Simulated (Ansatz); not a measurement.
Ge$_{4}$NH$_{14}$F, closed shell: a relaxation.

Input (in.yaml):

```yaml
crystal:
  periodic: [false, false, false]
  atoms:
    - {symbol: Ge, position_ang: [-0.544110, 0.061217, -1.439393]}
    - {symbol: Ge, position_ang: [-0.006344, -0.022713, 2.283391]}
    - {symbol: Ge, position_ang: [1.341426, -1.460676, -1.298361]}
    - {symbol: Ge, position_ang: [-2.637920, -0.581503, -0.393223]}
    - {symbol: H, position_ang: [-0.786351, 0.467098, -2.914821]}
    - {symbol: H, position_ang: [1.091104, 1.589101, -0.249418]}
    - {symbol: N, position_ang: [0.018944, 1.767745, -0.699391]}
    - {symbol: H, position_ang: [1.798252, 0.601040, 1.504629]}
    - {symbol: F, position_ang: [2.158646, 1.222298, 0.272541]}
    - {symbol: H, position_ang: [1.776592, 0.222253, 2.296327]}
    - {symbol: H, position_ang: [0.408855, -1.483781, 2.708078]}
    - {symbol: H, position_ang: [0.117355, 0.605625, 3.725525]}
    - {symbol: H, position_ang: [0.905067, -2.715531, -2.080503]}
    - {symbol: H, position_ang: [2.558827, -0.834953, -1.985174]}
    - {symbol: H, position_ang: [1.638997, -1.845664, 0.150962]}
    - {symbol: H, position_ang: [-3.210111, 0.626881, 0.362985]}
    - {symbol: H, position_ang: [-3.631398, -0.990002, -1.500244]}
    - {symbol: H, position_ang: [-2.428637, -1.762665, 0.558812]}
    - {symbol: H, position_ang: [-0.576911, 2.020692, 0.083819]}
    - {symbol: H, position_ang: [0.007818, 2.513537, -1.386541]}
basis:
  gaussian: {orbitals: STO-3G}
hamiltonian: {xc: {name: wB97X-V}}
relax: {f_tol: 0.01, max_steps: 60, escape_saddle: true}
```

Run by:

```bash
ansatz run in.yaml --threads 11 --pin off --events-out ev --progress --plain --max-ram 120832MiB --backend cpu
```

Output of Ansatz 0.2.0:

```
Error: invalid value for `relax.escape_saddle`: a Gaussian basis doesn't support `true`; leave it out, and run phonons on the result
```

Time: 0.05 s of wall clock on 11 CPU threads of an AMD EPYC 7R13; the host was shared. Peak host memory: 1.2 GiB.


The program refused the input.